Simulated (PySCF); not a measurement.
Species: C6H11FO (charge +1 and doublet state).
SMILES with atom numbers: `[CH3:1][O:2][C+:3]([CH3:4])[CH:5][CH2:6][CH2:7][F:8]` (hydrogens: H9, H10, H11 on C1; H12, H13, H14 on C4; H15 on C5; H16, H17 on C6; H18, H19 on C7)

Structure used (GFN2-xTB), in Å, numbered top down from 1:
```
atom  x, y, z in Å
C1    -2.190    0.900    0.799
O2    -0.885    0.744    0.298
C3    -0.498   -0.352   -0.298
C4    -1.424   -1.480   -0.524
C5     0.839   -0.407   -0.698
C6     1.802    0.651   -0.382
C7     2.411    0.394    1.032
F8     1.414    0.423    1.955
H9    -2.446    0.104    1.505
H10   -2.209    1.863    1.306
H11   -2.927    0.895   -0.011
H12   -1.791   -1.867    0.431
H13   -0.945   -2.289   -1.066
H14   -2.306   -1.151   -1.079
H15    1.191   -1.308   -1.180
H16    1.316    1.627   -0.342
H17    2.636    0.654   -1.083
H18    2.888   -0.588    1.088
H19    3.115    1.194    1.274
```

The hyperfine couplings belong to this conformer and change with its torsions.

Computed, not measured: UKS B3LYP, pcH-1 on C F H O, non-relativistic, mean-field spin-orbit, GIAO (PySCF 2.14.0). Geometry: GFN2-xTB, one conformer, isolated ion. Couplings are sensitive to structure, and on GFN2-xTB geometries they can be far from those on DFT ones, by a factor of two or more for some ions and for spin on atoms past the first row. Stability of the SCF solution: not tested.

Principal values of hyperfine tensors in MHz (contact and dipolar terms together), for some of the nuclei:

```
atom  isotope      A1      A2      A3
 H11       1H   42.30   43.82   49.61
  C5      13C   -6.46   -5.34  138.10
 H12       1H   38.14   38.99   46.04
 H15       1H  -63.54  -43.43  -14.83
 H14       1H   35.44   36.76   42.98
  H9       1H   32.72   34.33   39.99
 H17       1H   29.10   29.87   39.36
 H16       1H   24.55   27.93   34.58
```

Task: Split each tensor into its isotropic and traceless parts, and turn a_iso into mT with g = 2.0039.

Result: a_iso is a third of the trace, T = A − a_iso, and a(mT) = a(MHz)/(g × 13.996).

```json
{"atom": "H11", "a_iso (MHz)": "45.24", "a_iso (mT)": "1.613", "T1": "-2.94", "T2": "-1.42", "T3": "4.36"}
{"atom": "C5", "a_iso (MHz)": "42.10", "a_iso (mT)": "1.501", "T1": "-48.56", "T2": "-47.44", "T3": "96.00"}
{"atom": "H12", "a_iso (MHz)": "41.06", "a_iso (mT)": "1.464", "T1": "-2.91", "T2": "-2.07", "T3": "4.98"}
{"atom": "H15", "a_iso (MHz)": "-40.60", "a_iso (mT)": "-1.448", "T1": "-22.94", "T2": "-2.83", "T3": "25.77"}
{"atom": "H14", "a_iso (MHz)": "38.39", "a_iso (mT)": "1.369", "T1": "-2.96", "T2": "-1.63", "T3": "4.59"}
{"atom": "H9", "a_iso (MHz)": "35.68", "a_iso (mT)": "1.272", "T1": "-2.96", "T2": "-1.35", "T3": "4.31"}
{"atom": "H17", "a_iso (MHz)": "32.78", "a_iso (mT)": "1.169", "T1": "-3.67", "T2": "-2.91", "T3": "6.58"}
{"atom": "H16", "a_iso (MHz)": "29.02", "a_iso (mT)": "1.035", "T1": "-4.47", "T2": "-1.09", "T3": "5.56"}
```

Task: What spin density at the nucleus of H14 lies behind its contact coupling (g_N = 5.58569)?

Result: a_FC = 800.24 MHz bohr³ × g_N × ρ(0)/(2S). With a_FC = 38.39 MHz and 2S = 1, ρ(0) = 0.008589 bohr⁻³. In magnitude that is 2.7 % of the 1/π = 0.318 of a free hydrogen atom.

Task: C7 (13C, g_N = 1.40482) isn't in the table. Its spin density at the nucleus is 0.04051 bohr⁻³. What is its contact coupling?

Result: By the same relation, a_FC = 45.5 MHz. Its full tensor has the principal values 37.87, 38.11, 60.63 MHz.

Task: Which nucleus of the table has the largest anisotropic coupling, and what is its form?

Result: C5: -48.6, -47.4, 96.0 MHz, axial, in the ratio −1:−1:+2, the form that spin in one p orbital centred on that nucleus gives.

Task: In a single crystal, with the field along each principal axis of the tensor of C5 in turn, what first-order splitting does this nucleus give (isotropic g, quadrupole terms neglected)?

Result: 2 lines (I = 1/2), spaced by |A_i|/(g × 13.996): 0.23, 0.19, 4.92 mT along the axes of A1, A2 and A3.
